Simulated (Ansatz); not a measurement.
Geometry optimisation of Tl₂F₃⁻.

```yaml
crystal:
  periodic: [false, false, false]
  atoms:
    - {symbol: Tl, position_ang: [-1.024300, 0.500420, 0.860600]}
    - {symbol: Tl, position_ang: [0.969900, -0.614330, -0.835460]}
    - {symbol: F, position_ang: [0.930750, 1.898590, -0.086470]}
    - {symbol: F, position_ang: [1.856120, -2.060780, 0.723400]}
    - {symbol: F, position_ang: [-2.732460, 0.276110, -0.662080]}
basis:
  gaussian: {orbitals: def2-SVPD}
total_charge: -1
hamiltonian: {xc: {name: B3LYP}, dispersion: d4}
scf: {lower_state_search: "off"}
output: {orbitals: {seedname: orbitals}}
relax: {f_tol: 0.02, max_steps: 100}
```

```sh
$ ansatz run in.yaml --threads 4 --pin off --events-out ev --progress --plain --max-ram 4787MiB
```

Output, abridged:

```
Functional definition: B3LYP
  name "B3LYP"
  cite "Stephens, Devlin, Chabalowski & Frisch, J. Phys. Chem. 98, 11623 (1994) doi:10.1021/j100096a001"
  cite "Becke, Phys. Rev. A 38, 3098 (1988) doi:10.1103/PhysRevA.38.3098"
  cite "Lee, Yang & Parr, Phys. Rev. B 37, 785 (1988) doi:10.1103/PhysRevB.37.785"
  cite "Vosko, Wilk & Nusair, Can. J. Phys. 58, 1200 (1980) doi:10.1139/p80-159"
  parameter a0 = 0.2
  parameter ax = 0.72
  parameter ac = 0.81
  exchange = (1 - a0 - ax)*slater_x + ax*b88_x + a0*exact_x
  correlation = (1 - ac)*vwn_rpa_c + ac*lyp_c
these checks for a lower state are left out or cut short: stability, starts, cluster_reference, orbital_swaps, neighbouring_geometries, increment
mean field -17542.54719914 eV, -644.6767188029 hartree, gradient 6.0e-6 eV, S^2 0.000000; 0 other end points of the search recorded, 0 dependent functions left out
the calculation of the forces begins
relax step   1: F+E_penalty+E_count = -17542.76724063 eV  Δ(F+E_penalty+E_count) = +0.000e0 eV  max|allowed force component| = 1.286e0 eV/Å  Δτ_max = 0.0000 Å  (14 SCF iters, accepted)
these checks for a lower state are left out or cut short: stability, starts, cluster_reference, orbital_swaps, neighbouring_geometries, increment
mean field -17543.01137130 eV, -644.6937768152 hartree, gradient 6.0e-6 eV, S^2 0.000000; 0 other end points of the search recorded, 0 dependent functions left out
the calculation of the forces begins
relax step   2: F+E_penalty+E_count = -17543.22846085 eV  Δ(F+E_penalty+E_count) = -4.612e-1 eV  max|allowed force component| = 7.013e-1 eV/Å  Δτ_max = 0.1949 Å  (19 SCF iters, accepted)
these checks for a lower state are left out or cut short: stability, starts, cluster_reference, orbital_swaps, neighbouring_geometries, increment
mean field -17543.21787734 eV, -644.7013657719 hartree, gradient 8.4e-6 eV, S^2 0.000000; 0 other end points of the search recorded, 0 dependent functions left out
the calculation of the forces begins
relax step   3: F+E_penalty+E_count = -17543.43722250 eV  Δ(F+E_penalty+E_count) = -2.088e-1 eV  max|allowed force component| = 5.109e-1 eV/Å  Δτ_max = 0.1904 Å  (19 SCF iters, accepted)
these checks for a lower state are left out or cut short: stability, starts, cluster_reference, orbital_swaps, neighbouring_geometries, increment
mean field -17543.41318240 eV, -644.7085431008 hartree, gradient 1.5e-6 eV, S^2 0.000000; 0 other end points of the search recorded, 0 dependent functions left out
the calculation of the forces begins
relax step   4: F+E_penalty+E_count = -17543.65878751 eV  Δ(F+E_penalty+E_count) = -2.216e-1 eV  max|allowed force component| = 2.291e-1 eV/Å  Δτ_max = 0.1948 Å  (20 SCF iters, accepted)
these checks for a lower state are left out or cut short: stability, starts, cluster_reference, orbital_swaps, neighbouring_geometries, increment
mean field -17543.43825970 eV, -644.7094646745 hartree, gradient 3.4e-6 eV, S^2 0.000000; 0 other end points of the search recorded, 0 dependent functions left out
the calculation of the forces begins
relax step   5: F+E_penalty+E_count = -17543.70848880 eV  Δ(F+E_penalty+E_count) = -4.970e-2 eV  max|allowed force component| = 6.105e-1 eV/Å  Δτ_max = 0.1922 Å  (20 SCF iters, accepted)
these checks for a lower state are left out or cut short: stability, starts, cluster_reference, orbital_swaps, neighbouring_geometries, increment
mean field -17543.48214279 eV, -644.7110773481 hartree, gradient 2.2e-6 eV, S^2 0.000000; 0 other end points of the search recorded, 0 dependent functions left out
the calculation of the forces begins
relax step   6: F+E_penalty+E_count = -17543.74919749 eV  Δ(F+E_penalty+E_count) = -4.071e-2 eV  max|allowed force component| = 2.341e-1 eV/Å  Δτ_max = 0.0887 Å  (20 SCF iters, accepted)
these checks for a lower state are left out or cut short: stability, starts, cluster_reference, orbital_swaps, neighbouring_geometries, increment
mean field -17543.50867993 eV, -644.7120525700 hartree, gradient 2.1e-6 eV, S^2 0.000000; 0 other end points of the search recorded, 0 dependent functions left out
the calculation of the forces begins
relax step   7: F+E_penalty+E_count = -17543.77071521 eV  Δ(F+E_penalty+E_count) = -2.152e-2 eV  max|allowed force component| = 1.215e-1 eV/Å  Δτ_max = 0.0717 Å  (20 SCF iters, accepted)
these checks for a lower state are left out or cut short: stability, starts, cluster_reference, orbital_swaps, neighbouring_geometries, increment
[...]
the calculation of the forces begins
relax step   8: F+E_penalty+E_count = -17543.80381344 eV  Δ(F+E_penalty+E_count) = -3.310e-2 eV  max|allowed force component| = 2.684e-1 eV/Å  Δτ_max = 0.1965 Å  (20 SCF iters, accepted)
these checks for a lower state are left out or cut short: stability, starts, cluster_reference, orbital_swaps, neighbouring_geometries, increment
mean field -17543.61660640 eV, -644.7160187948 hartree, gradient 2.4e-6 eV, S^2 0.000000; 0 other end points of the search recorded, 0 dependent functions left out
the calculation of the forces begins
relax step   9: F+E_penalty+E_count = -17543.87230140 eV  Δ(F+E_penalty+E_count) = -6.849e-2 eV  max|allowed force component| = 2.608e-1 eV/Å  Δτ_max = 0.1987 Å  (19 SCF iters, accepted)
these checks for a lower state are left out or cut short: stability, starts, cluster_reference, orbital_swaps, neighbouring_geometries, increment
mean field -17543.73992541 eV, -644.7205506848 hartree, gradient 5.4e-6 eV, S^2 0.000000; 0 other end points of the search recorded, 0 dependent functions left out
the calculation of the forces begins
relax step  10: F+E_penalty+E_count = -17543.99702878 eV  Δ(F+E_penalty+E_count) = -1.247e-1 eV  max|allowed force component| = 3.581e-1 eV/Å  Δτ_max = 0.1953 Å  (19 SCF iters, accepted)
these checks for a lower state are left out or cut short: stability, starts, cluster_reference, orbital_swaps, neighbouring_geometries, increment
mean field -17543.93505487 eV, -644.7277215602 hartree, gradient 1.1e-6 eV, S^2 0.000000; 0 other end points of the search recorded, 0 dependent functions left out
the calculation of the forces begins
relax step  11: F+E_penalty+E_count = -17544.18356269 eV  Δ(F+E_penalty+E_count) = -1.865e-1 eV  max|allowed force component| = 4.733e-1 eV/Å  Δτ_max = 0.1957 Å  (22 SCF iters, accepted)
these checks for a lower state are left out or cut short: stability, starts, cluster_reference, orbital_swaps, neighbouring_geometries, increment
mean field -17543.97963077 eV, -644.7293596941 hartree, gradient 3.4e-6 eV, S^2 0.000000; 0 other end points of the search recorded, 0 dependent functions left out
the calculation of the forces begins
relax step  12: F+E_penalty+E_count = -17544.22692140 eV  Δ(F+E_penalty+E_count) = -4.336e-2 eV  max|allowed force component| = 2.835e-1 eV/Å  Δτ_max = 0.1385 Å  (20 SCF iters, accepted)
these checks for a lower state are left out or cut short: stability, starts, cluster_reference, orbital_swaps, neighbouring_geometries, increment
mean field -17543.99545327 eV, -644.7299411605 hartree, gradient 1.6e-6 eV, S^2 0.000000; 0 other end points of the search recorded, 0 dependent functions left out
the calculation of the forces begins
relax step  13: F+E_penalty+E_count = -17544.24420410 eV  Δ(F+E_penalty+E_count) = -1.728e-2 eV  max|allowed force component| = 5.672e-2 eV/Å  Δτ_max = 0.0503 Å  (21 SCF iters, accepted)
these checks for a lower state are left out or cut short: stability, starts, cluster_reference, orbital_swaps, neighbouring_geometries, increment
mean field -17543.99443296 eV, -644.7299036647 hartree, gradient 2.4e-6 eV, S^2 0.000000; 0 other end points of the search recorded, 0 dependent functions left out
the calculation of the forces begins
relax step  14: F+E_penalty+E_count = -17544.24467038 eV  Δ(F+E_penalty+E_count) = -4.663e-4 eV  max|allowed force component| = 1.419e-3 eV/Å  Δτ_max = 0.0041 Å  (21 SCF iters, accepted)
Total energy: -17544.24491429 eV, -644.7391086840 hartree
Atom 0 at    -0.838350     0.487830     1.384952 Å, force    -0.000579     0.000329     0.000882 eV/Å
Atom 1 at     0.838297    -0.487807    -1.384977 Å, force     0.000839    -0.000188    -0.000885 eV/Å
Atom 2 at     0.789208     1.531682    -0.061720 Å, force     0.000631     0.001013    -0.000140 eV/Å
Atom 3 at     0.707383    -1.299133     0.885757 Å, force     0.000528    -0.000986     0.000653 eV/Å
Atom 4 at    -1.496528    -0.232562    -0.824022 Å, force    -0.001419    -0.000167    -0.000510 eV/Å
Dipole moment:    -0.000095     0.000046    -0.000010 e Å
Checks for a lower state left out: stability, starts, cluster_reference, orbital_swaps, neighbouring_geometries, increment
```

Hardware: 4 threads of Intel Xeon Platinum 8375C on a shared host. Wall time 27 s.

In the def2 sets Tl takes a core potential; there is no spin–orbit coupling. The structure comes from a short search, and lower isomers may exist.
